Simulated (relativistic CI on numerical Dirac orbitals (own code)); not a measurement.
**Radial parameters of Pm19+**

These numbers are calculated, not measured: Dirac-Coulomb-Breit CI, orbitals from a KLI potential per configuration, QED by a radiative potential, unscaled Slater integrals (own radial code, finite nucleus).

Slater integrals F^k, G^k are unscaled and averaged over j, outside the closed core [Ar] 3d10; ζ comes from projecting the Hamiltonian with its Breit term on Σ l·s of the shell.

- 4s2 4p6 4d6: F^2(4d,4d) = 165600, F^4(4d,4d) = 112230, ζ(4d) = 17399 cm⁻¹; <r>(4d) = 0.6114, <r^2>(4d) = 0.4273 (bohr units).
- 4s2 4p5 4d7: ζ(4p) = 151520, F^2(4d,4d) = 165600, F^4(4d,4d) = 112220, F^2(4p,4d) = 169750, G^1(4p,4d) = 213880, G^3(4p,4d) = 135720, ζ(4d) = 17338 cm⁻¹; <r>(4p) = 0.5875, <r^2>(4p) = 0.3902, <r>(4d) = 0.6113, <r^2>(4d) = 0.4272 (bohr units).
- 4s2 4p6 4d5 4f: F^2(4d,4d) = 165590, F^4(4d,4d) = 112210, ζ(4d) = 17418, F^2(4d,4f) = 162150, F^4(4d,4f) = 106190, G^1(4d,4f) = 181680, G^3(4d,4f) = 120590, G^5(4d,4f) = 87249, ζ(4f) = 1999.7 cm⁻¹; <r>(4d) = 0.6115, <r^2>(4d) = 0.4274, <r>(4f) = 0.6193, <r^2>(4f) = 0.4408 (bohr units).

Question: Give the Racah parameters of the d shell in 4s2 4p6 4d6.

Answer: B = F²/49 − 5F⁴/441 = 2107 cm⁻¹ and C = 35F⁴/441 = 8907 cm⁻¹.

Averages of the first 10 configurations, taken without configuration mixing, which lowers the lowest level and can move excited configurations by several eV; other configurations of the list can lie among them:

```csv
Configuration,Parity,States,Average energy above the lowest level (eV)
4s2 4p6 4d6,even,210,13.5
4s2 4p5 4d7,odd,720,143.7
4s2 4p6 4d5 4f,odd,3528,149.3
4s2 4p4 4d8,even,675,276.3
4s 4p6 4d7,even,240,235.8
4s2 4p6 4d5 5s,even,504,193.4
4p6 4d8,even,45,461.5
4s 4p6 4d6 4f,odd,5880,370.2
4s2 4p6 4d5 5p,odd,1512,227.5
4s2 4p6 4d5 5d,even,2520,277.2
```
